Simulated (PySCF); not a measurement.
# In: excitation energy

In [Kr] 4d10 5s2 5p1 (2P) → In [Kr] 4d10 5s2 6s1 (2S), as a difference of total energies. All numbers are calculated (PySCF 2.14, scalar relativity through the core potential, in aug-cc-pwCVDZ-PP with ECP28MDF). Correlated levels: valence: 4s2 4p6 4d10 frozen. The calculations carry no spin-orbit coupling.

| method | excitation energy (cm⁻¹) | error (cm⁻¹) |
| --- | --- | --- |
| UHF | 22175 | -723 |
| MP2 (valence) | 22169 | -729 |
| SCS-MP2 (valence) | 22157 | -741 |
| CCSD (valence) | 22498 | -400 |
| CCSD(T) (valence) | 22492 | -406 |
| CCSDT (valence) | 22478 | -420 |

Reference: 22898 cm⁻¹ (measured; NIST levels, between the centres of gravity of the two terms).

Errors of the correlated levels include the incompleteness of this basis and the frozen core.
